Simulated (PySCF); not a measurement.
An unknown is described by computed data only.

Formula: C4H2Cl2Si.

- Rotational structure: rotational constants A, B, C: 1.258, 1.207, 1.169 GHz [PBE0-D3(BJ)/def2-SVP]
- NMR, other nuclei: isotropic shieldings of nuclei other than C and H, by class: 378 (1 Si), 812 (2 Cl) ppm [GIAO B3LYP/pcSseg-1]
- UV, strongest line: among the 10 lowest singlet transitions: S8 at 6.90 eV (180 nm, f = 0.273) [TDDFT PBE0/def2-SVPD]
- Dipole: 2.41 D [PBE0/def2-SVPD]
- UV, first state: lowest singlet excitation: 5.59 eV (222 nm, f = 0.000) [TDDFT PBE0/def2-SVPD]
- 1H NMR: chemical shifts (computed TMS as zero) by class: 2.60 (2 H) ppm [GIAO B3LYP/pcSseg-1]
- 13C NMR: chemical shifts (computed TMS as zero) by class: 102.2 (2 C), 84.1 (2 C) ppm [GIAO B3LYP/pcSseg-1]
- Triplet: lowest triplet excitation (Tamm–Dancoff): 4.58 eV [TDA PBE0/def2-SVPD]
- Polarisability: 94.2 au [PBE0/def2-SVPD]

Electronic properties: PySCF, gas phase, density fitting. Levels stand in brackets. Isolated species at its PBE0-D3(BJ)/def2-SVP geometry, gas phase. Each NMR value is the plain mean over a class of atoms that symmetry, rotation or inversion makes alike.

Task: Give a SMILES that accounts for the data.

Result: 4 carbons fall into 2 classes; from least to most shielded: carbon bonded to C and H (102.2 ppm, 2 C), carbon bonded to C and Si (84.1 ppm, 2 C). All hydrogens form one class (2.60 ppm): hydrogen on carbon. The other shieldings belong to: 378 ppm, silicon bonded to 2 C and 2 Cl; 812 ppm, chlorine bonded to Si. The optimised geometry has point group C2v and is an asymmetric top. Structure: `C#C[Si](Cl)(Cl)C#C` (Si(CCH)2Cl2). The assignments are read from this structure; whether some other isomer fits the data as well wasn't checked.
